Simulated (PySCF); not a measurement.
# Radial density of Ne(2+) (neon, charge +2)

PBEsol, [He] 2s1 2p5, high-spin 3P determinant (an excited configuration). Computed with PySCF 2.14 in aug-cc-pVTZ (5s4p3d2f, 46 functions), with no relativity, point nucleus.

```
r (bohr)  4πr²ρ (e/bohr)  4πr²(ρα − ρβ)
 0.00290         0.06006         0.0018
 0.00488          0.1640         0.0050
 0.00821          0.4328         0.0133
  0.0138           1.097         0.0336
  0.0232           2.571         0.0784
  0.0391           5.325         0.1601
  0.0657           8.929         0.2580
   0.111           10.70         0.2851
   0.186           7.972         0.2804
   0.313           5.325         0.9488
   0.526           6.724         2.3109
   0.885           5.212         1.8753
    1.49           1.266         0.3666
    2.50         0.06164         0.0072
```
